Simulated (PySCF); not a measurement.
Ligands exchanged one at a time, Al Br-H. All species are isolated molecules in the gas phase. Strings in code marks are SMILES.

The LUMO from two functionals at the same geometries (B3LYP-D3(BJ)/def2-TZVP), both in PySCF: PBE-D3(BJ)/def2-TZVP and B3LYP-D3(BJ)/def2-TZVP. B3LYP has the VWN-RPA correlation part, as in Gaussian. 

```
species                                         PBE-D3(BJ)/def2-TZVP (eV)  B3LYP-D3(BJ)/def2-TZVP (eV)
----------------------------------------------  -------------------------  ---------------------------
0 of 3 Br replaced by H (`[Br][Al]([Br])[Br]`)                      -2.45                        -1.87
1 of 3 Br replaced by H (`[Br][AlH][Br]`)                           -2.41                        -1.85
2 of 3 Br replaced by H (`[AlH2][Br]`)                              -2.51                        -1.96
3 of 3 Br replaced by H (`[AlH3]`)                                  -2.52                        -1.97
```

Over these rows, drawn at random from the members with no instability flagged (it was tested for open shells, ions and some series alone), PBE minus B3LYP-D3(BJ): mean -0.56 eV, from -0.57 eV to -0.55 eV.
